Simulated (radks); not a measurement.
Results of a calculation; reference values are marked as such.
Species: Nd3+. Configuration: [Xe] 4f3 (the NIST ground configuration). Code: a radial shooting solver on a logarithmic mesh with Libxc functionals. Model: Dirac Kohn-Sham, PBE, spin-unpolarised, spherical densities, finite nucleus; open shells fill j = l - 1/2 first; Fermi nuclear charge, rms radius 4.9123 fm.

Spin-orbit splittings of the eigenvalues, e(l+1/2) - e(l-1/2), with zeta = 2 splitting/(2l+1) and mean radii in bohr:

shell  occ.  splitting (eV)  zeta (eV)  <r> j=l-1/2  <r> j=l+1/2
2p        6           520.0      346.7      0.08422      0.09064
3p        6           103.8      69.20       0.2556       0.2681
3d       10           22.43      8.972       0.2395       0.2433
4p        6           22.62      15.08       0.6225       0.6503
4d       10               ?          ?       0.6977       0.7076
4f        3          0.4617     0.1319       0.9691       0.9788
5p        6           3.381      2.254        1.594        1.669

Estimate the 4d splitting.

Answer. 4.019 eV (zeta = 1.607 eV).
